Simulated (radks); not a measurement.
Results of a calculation; reference values are marked as such.
Q: Species: Br IV. Configuration: [Ar] 3d10 4s2 4p2 (the NIST ground configuration). Code: a radial shooting solver on a logarithmic mesh with Libxc functionals. Model: scalar-relativistic Kohn-Sham, LDA (Slater exchange, Perdew-Wang correlation), spin-polarised, spherical densities, finite nucleus; open shells are filled with parallel spins first; Fermi nuclear charge, rms radius 4.1629 fm. Some entries of the table are withheld. Estimate them.

orbital,occ.,eigenvalue (hartree),<r^2> (bohr^2)
1s up,1,-490.0556,0.002467
1s down,1,-490.0487,0.002467
2s up,1,-65.02181,0.04248
2s down,1,-65.01742,0.04248
2p up,3,-57.57766,0.03355
2p down,3,-57.57138,0.03355
3s up,1,-10.13182,0.3511
3s down,1,-10.12282,0.3507
3p up,3,-7.78042,0.3735
3p down,3,-7.77013,0.3726
3d up,5,-3.87497,0.4293
3d down,5,-3.86164,0.4252
4s up,1,-2.03524,(1)
4s down,1,-1.95666,(2)
4p up,2,(3),3.499
4p down,0,(4),3.563

A: 
(1) 4s up <r^2> (bohr^2): 2.694
(2) 4s down <r^2> (bohr^2): 2.700
(3) 4p up eigenvalue (hartree): -1.50802
(4) 4p down eigenvalue (hartree): -1.42989
